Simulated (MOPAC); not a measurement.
Input file for MOPAC: PM7 on TaO+, 2S+1 = 3, a spin state set in the input, which need not be the lowest, a point of a bond scan (R = 1.582 Å). Charge +1.

```
PM7 1SCF PRECISE CHARGE=1 UHF MS=1 THREADS=1
OTa

Ta     0.00000000 1     0.00000000 1     0.00000000 1
O      0.00000000 1     0.00000000 1     1.58219200 1
```

Output:

```
*******************************************************************************
 **                                                                           **
 **                              MOPAC v23.2.5                                **
 **                                                                           **
 *******************************************************************************
 ** MOPAC's Digital Object Identifier: https://doi.org/10.5281/zenodo.6511958 **
 **                                                                           **
 ** Please cite the open-source release paper for use of this MOPAC version:  **
 ** J. E. Moussa and J. J. P. Stewart (2026)                                  **
 ** MOPAC: An open-source semiempirical molecular orbital program             **
 ** J. Open Source Softw., 11(119), 8025, https://doi.org/10.21105/joss.08025 **
 *******************************************************************************

                              PM7 CALCULATION RESULTS

 *******************************************************************************
 *  PM7        - The PM7 Hamiltonian to be used
 *  UHF        - UNRESTRICTED HARTREE-FOCK CALCULATION
 *
 *
 *
 *                 CHARGE ON SYSTEM = +1
 *
 *
 *
 *  MS=        - IN MECI, MAGNETIC COMPONENT OF SPIN =  1.0
 *  PRECISE    - TIGHTER CRITERIA TO BE USED
 *  1SCF       - DO 1 SCF AND THEN STOP
 *  THREADS=1  - MULTI-THREADING NOT USED
 *  T=         - A TIME OF 172800.0 SECONDS REQUESTED
 *  DUMP=N     - RESTART FILE WRITTEN EVERY 7200.0 SECONDS REQUESTED
 *******************************************************************************
PM7 1SCF PRECISE CHARGE=1 UHF MS=1 THREADS=1
 OTa

   ATOM   CHEMICAL          X               Y               Z
  NUMBER   SYMBOL      (ANGSTROMS)     (ANGSTROMS)     (ANGSTROMS)

     1      Ta          0.00000000  *   0.00000000  *   0.00000000  *
     2       O          0.00000000  *   0.00000000  *   1.58219200  *



          CARTESIAN COORDINATES

    NO.       ATOM           X           Y           Z

     1        Ta          0.0000      0.0000      0.0000
     2         O          0.0000      0.0000      1.5822

 General Reference for PM7:
 "Optimization of Parameters for Semiempirical Methods VI: More Modifications to the
 NDDO Approximations and Re-optimization of Parameters", J. J. P. Stewart, J. Mol. Mod., 1:32, 19 (2013)
 https://link.springer.com/article/10.1007/s00894-012-1667-x

           Empirical Formula: O Ta  =     2 atoms



      MOLECULAR POINT GROUP   :   C*v


          UHF CALCULATION, NO. OF ALPHA ELECTRONS =    6
                           NO. OF BETA  ELECTRONS =    4

 -------------------------------------------------------------------------------
 PM7 1SCF PRECISE CHARGE=1 UHF MS=1 THREADS=1
 OTa



     1SCF WAS SPECIFIED, SO BFGS WAS NOT USED
     SCF FIELD WAS ACHIEVED


                              PM7 CALCULATION
                                                       MOPAC v23.2.5 Linux




          FINAL HEAT OF FORMATION =        191.05957 KCAL/MOL =     799.39324 KJ/MOL


          COSMO AREA              =         86.68 SQUARE ANGSTROMS
          COSMO VOLUME            =         74.87 CUBIC ANGSTROMS

          IONIZATION POTENTIAL    =         12.729417 EV
          ALPHA SOMO LUMO (EV)    =        -12.729 -6.979
          BETA  SOMO LUMO (EV)    =        -18.358 -6.341
          NO. OF ALPHA ELECTRONS  =          6
          NO. OF BETA  ELECTRONS  =          4
          MOLECULAR WEIGHT        =        196.9473         POINT GROUP:  C*v

          MOLECULAR DIMENSIONS (Angstroms)

            Atom       Atom       Distance
            O     2   Ta     1     1.58219
            O     2   Ta     1     0.00000
           Ta     1    O     2     0.00000


          SCF CALCULATIONS        =          1





   ATOM   CHEMICAL          X               Y               Z
  NUMBER   SYMBOL      (ANGSTROMS)     (ANGSTROMS)     (ANGSTROMS)

     1      Ta          0.00000000  *   0.00000000  *   0.00000000  *
     2       O          0.00000000  *   0.00000000  *   1.58219200  *

                             CARTESIAN COORDINATES

   1   Ta        0.000000000     0.000000000     0.000000000
   2    O        0.000000000     0.000000000     1.582192000


           Empirical Formula: O Ta  =     2 atoms



      MOLECULAR POINT GROUP   :   C*v


          ALPHA EIGENVALUES
 -35.76518 -20.27616 -20.14077 -20.14077 -14.42542 -12.72942  -6.97944  -4.29008
  -4.29008  -3.33738  18.36662  18.36662  18.97530


           BETA EIGENVALUES
 -34.12971 -19.70101 -19.70101 -18.35771  -6.34051  -6.10805  -5.86175  -3.77317
  -3.77317  -2.92201  19.35823  20.38033  20.38033


              NET ATOMIC CHARGES AND DIPOLE CONTRIBUTIONS

  ATOM NO.   TYPE          CHARGE      No. of ELECS.   s-Pop       p-Pop       d-Pop
    1         Ta           0.954865        4.0451     1.28459     0.01820     2.74235
    2          O           0.045135        5.9549     1.75669     4.19818
 DIPOLE           X         Y         Z       TOTAL
 POINT-CHG.     0.000     0.000    -0.274     0.274
 HYBRID         0.000     0.000    -0.933     0.933
 SUM            0.000     0.000    -1.207     1.207


          ATOMIC ORBITAL ELECTRON POPULATIONS

     Atom    s        px        py        pz      x^2-y^2     xz        z^2       yz        xy
    1 Ta   1.28459   0.00152   0.00152   0.01516   1.00000   0.61947   0.50341   0.61947   0.00000
    2  O   1.75669   1.37901   1.37901   1.44015


                    (SZ)    =    1.000000
                    (S**2)  =    2.007189


          ATOMIC ORBITAL SPIN POPULATIONS

    Atom   Total    s     px     py     pz   x^2-y^2  xz     z^2    yz     xy
         Atomic
    1 Ta  1.6502  0.408  0.000  0.000  0.001  1.000  0.005  0.230  0.005  0.000
    2  O  0.3498  0.026 -0.005 -0.005  0.335

 **********************
 *                    *
 * JOB ENDED NORMALLY *
 *                    *
 **********************




 == MOPAC DONE ==
```

The run finished.

Cost: around 0.020 core-seconds (rough).
